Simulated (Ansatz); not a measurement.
Isolated molecules relaxed with PBE0-D4/def2-TZVP in Ansatz; ΔE leaves out vibrations. CCSD(T)/CBS adds triple-zeta CCSD(T) − MP2 to the extrapolated MP2 energy (def2 sets, frozen cores). This one scheme is used for every species. Functionals use def2-TZVPP. B3LYP here is the variant with VWN-RPA as its local correlation; programs differ in this. One conformer a species, not always the lowest.

Consider the ligand exchange at a B–C bond: `N#CBCl` + `N=C=O` → `O=C=NBCl` + `C#N`.

(1) Is it downhill or uphill in electronic energy at CCSD(T)/CBS, and by how much? (An estimate is asked.)

(2) What do these levels give: PBE0-D4, B3LYP-D4, r2SCANh-D4, CAM-B3LYP-D4, ωB97X-V, B2PLYP, PBE, CAM-B3LYP, MP2/def2-TZVPP, CCSD/def2-TZVPP, CCSD(T)/def2-TZVPP, HF/CBS(def2)? (Best estimate.)

Largest T1 diagnostic among the species: 0.018.

## Answers

(1) Ansatz gave: Downhill: ΔE = -67.4 kJ/mol.

(2) Computed: PBE0-D4 -66.1, B3LYP-D4 -68.2, r2SCANh-D4 -66.9, CAM-B3LYP-D4 -70.4, ωB97X-V -67.1, B2PLYP -67.3, PBE -61.5, CAM-B3LYP -69.3, MP2/def2-TZVPP -69.1, CCSD/def2-TZVPP -67.7, CCSD(T)/def2-TZVPP -66.6, HF/CBS(def2) -74.3 kJ/mol.

From PBE to PBE0 (25 % exact exchange), in def2-TZVPP and without D4, ΔE moves by −3.6 kJ/mol. In def2-TZVPP, CCSD(T) changes the Hartree–Fock value by +7.7 kJ/mol (the triples alone add +1.1 kJ/mol) and MP2 by +5.2 kJ/mol.
